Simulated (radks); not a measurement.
Results of a calculation; reference values are marked as such.
The arsenic ion As4+, 29 electrons, occupied as [Ar] 3d10 4s0.75 4d0.25 (fractional occupations, a model configuration).

Level of theory: scalar-relativistic Kohn-Sham, LDA (Slater exchange, Perdew-Wang correlation), spin-polarised, spherical densities, finite nucleus; open shells are filled with parallel spins first; Fermi nuclear charge, rms radius 4.0968 fm (a radial shooting solver on a logarithmic mesh with Libxc functionals).

Energy parts (hartree):
total: -2253.56016
kinetic: 2296.22189
electron-nucleus: -5380.35126
Hartree: 909.70729
exchange-correlation: -79.13809

Orbitals (lengths in bohr, moments of r in powers of bohr):
orbital  occ.  eigenvalue (hartree)     <r^2>   <1/r>       <r^4>
1s up       1             -431.8627  0.002793   33.42  0.00002008
1s down     1             -431.8593  0.002793   33.42  0.00002008
2s up       1             -56.45342   0.04863   7.357    0.004094
2s down     1             -56.45088   0.04863   7.357    0.004093
2p up       3             -49.79354   0.03852   7.217    0.002981
2p down     3             -49.79104   0.03852   7.217    0.002981
3s up       1              -8.85973    0.4135   2.384      0.2741
3s down     1              -8.85486    0.4129   2.385      0.2730
3p up       3              -6.79748    0.4469   2.235      0.3426
3p down     3              -6.79173    0.4457   2.236      0.3400
3d up       5              -3.38708    0.5583   1.924      0.6917
3d down     5              -3.37769    0.5515   1.930      0.6696
4s up    0.75              -2.16180     3.127  0.7972       14.51
4s down     0              -2.09978     3.120  0.8012       14.56
4d up    0.25              -1.05718     7.018  0.5297       75.44
4d down     0              -1.00429     7.391  0.5150       84.46

The highest occupied level is 4d up at -28.767 eV. The configuration is held as typed, so some empty levels lie below it. Summed over all electrons, <r^2> = 13.49 bohr^2, which gives a Langevin (diamagnetic) susceptibility term of -10.7 x 10^-6 cm^3/mol. The density falls to 0.001 e/bohr^3 at r = 3.06 bohr.
